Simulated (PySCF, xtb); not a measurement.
Conformational energy of C₁₁H₁₆Si, SMILES C=Cc1ccccc1[Si](C)(C)C. Scanned: dihedral C1–C2–C3–C4; all other coordinates were relaxed at GFN2-xTB. Points at φ and −φ are mirror images. Heavy atoms are numbered in the order of the SMILES C=Cc1ccccc1[Si](C)(C)C, hydrogens after them in the order of the atoms that carry them; the mirror image has the same energies with the sign of each dihedral reversed.

GFN1-xTB // GFN2-xTB (xtb); RKS-B3LYP/6-31G* = restricted B3LYP/6-31G*, spherical d, density fitting // GFN2-xTB (PySCF).

Energies relative to the lowest point of each profile, in kcal/mol:

```tsv
φ / °	GFN1-xTB
-120	1.3
-80	1.4
-60	0.7
-20	0.0
0	0.2
20	0.0
60	0.7
80	1.4
100	1.4
120	1.3
140	1.7
180	4.5
```

Q: What does RKS-B3LYP/6-31G* give at the same points?

A: -120: 3.4; -80: 2.7; -60: 1.4; -20: 0.0; 0: 0.4; 20: 0.0; 60: 1.4; 80: 2.7; 100: 3.1; 120: 3.4; 140: 4.0; 180: 4.6 (kcal/mol).
